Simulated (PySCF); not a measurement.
**How methods differ on the ionisation energy of Be⁺**

Be⁺ [He] 2s1 (2S) → Be²⁺ 1s2 (1S), as a difference of total energies. Computed with PySCF 2.14 in cc-pVTZ (4s3p2d1f, 30 functions), with no relativity, point nucleus. The calculations carry no spin-orbit coupling.

| method | ionisation energy (eV) |
| --- | --- |
| UHF | 18.125 |
| LDA | 18.248 |
| PBE | 18.491 |
| PBE0 | 18.452 |
| r2SCAN | 18.181 |
| BHandHLYP | 18.498 |
| PBEsol | 18.278 |
| TPSSh | 18.371 |
| TPSS | 18.383 |

For comparison: 18.211 eV (measured; NIST Atomic Spectra Database, ionization energies).
